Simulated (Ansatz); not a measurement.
`C[CH2][Ga]([F])[SH]` + HCl → `[F][Ga]([SH])[Cl]` + ethane at 600 K and 1 bar (ligand exchange at a Ga–C bond).

Computed with Ansatz on PBE0-D4/def2-TZVP structures; ΔE is electronic, products minus reactants. CBS: MP2 limit from def2 TZ/QZ plus the TZ coupled-cluster correction, frozen cores. This one scheme is used for every species. For Ga outer-core shells are correlated without core-valence functions, which leaves a few kJ/mol of doubt a bond. Scalar relativity is left out up to krypton. One conformer a species, not always the lowest.

| species | CCSD(T)/CBS energy (Eh) | H − E (kJ/mol) | S (J/(mol·K)) |
| --- | --- | --- | --- |
| `C[CH2][Ga]([F])[SH]` | -2501.31839 | 268.3 | 480.3 |
| HCl | -460.38127 | 35.4 | 207.2 |
| `[F][Ga]([SH])[Cl]` | -2882.02312 | 79.6 | 402.0 |
| `CC` | -79.71954 | 228.8 | 274.9 |

H − E and S are ideal-gas, rigid-rotor, harmonic terms from PBE0-D4/def2-TZVP, for one conformer and one mirror image of each species. 1 Eh = 2625.50 kJ/mol, R = 8.31446 J/(mol·K).

Task: By hand: ΔE, ΔH, ΔS and ΔG.

Result: ΔE = (-2882.02312) + (-79.71954) − (-2501.31839) − (-460.38127) = -0.04300 Eh = -112.9 kJ/mol. Δ(H − E) = 79.6 + 228.8 − 268.3 − 35.4 = 4.7, so ΔH = -108.2 kJ/mol. ΔS = 402.0 + 274.9 − 480.3 − 207.2 = -10.6 J/(mol·K). ΔG = -108.2 − 600 × (-10.6)/1000 = -101.8 kJ/mol.

Task: By hand: the equilibrium constant, and the temperature at which ΔG would vanish if ΔH and ΔS stayed fixed.

Result: log₁₀ K = −ΔG/(RT ln 10) = 8.9. ΔG = 0 at ΔH/ΔS = 10208 K, far beyond where these terms or the molecules hold.

The number of gas molecules stays the same, so ΔS is small and ΔH decides. A doubt of 5 kJ/mol in ΔE shifts log₁₀ K by 0.4 here. Other conformers and mirror images would add mixing entropy, several J/(mol·K) or more a flexible species. Modes under 60 cm⁻¹, often nearly free rotors, make the harmonic entropy too high. These are equilibria of isolated gas molecules and say nothing of rates. Largest T1 diagnostic: 0.013 (customary marks: 0.02 for closed shells, 0.045 for open ones).
